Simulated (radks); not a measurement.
Species: the neodymium ion Nd58+. Configuration: [He].

All-electron calculation, Dirac Kohn-Sham, PBE, spin-unpolarised, spherical densities, point nucleus. Program: a radial shooting solver on a logarithmic mesh with Libxc functionals.

Energy parts (hartree):
total: -3750.5056
kinetic: 4169.9955
electron-nucleus: -7961.2124
Hartree: 80.4868
exchange-correlation: -39.7754

Orbitals (lengths in bohr, moments of r in powers of bohr; <r^-3> diverges for s and p1/2; r(max) is where P^2 peaks; r(90%) holds 90 % of the orbital's charge):
| orbital | occ. | eigenvalue (hartree) | r(90%) | <r^-3> | r(max) |
|---|---|---|---|---|---|
| 1s1/2 | 2 | -1840.422 | 0.0424 | - | 0.01505 |

The highest occupied level is 1s1/2 at -50080 eV. For comparison, the ionisation energy in NIST's Atomic Spectra Database is 50339.6 eV (theoretical). In exact Kohn-Sham theory the highest level is minus the ionisation energy, but local and semilocal functionals leave it too shallow, through self-interaction and a potential that decays too fast; potentials with the right tail come closer. The density falls to 0.001 e/bohr^3 at r = 0.15 bohr.
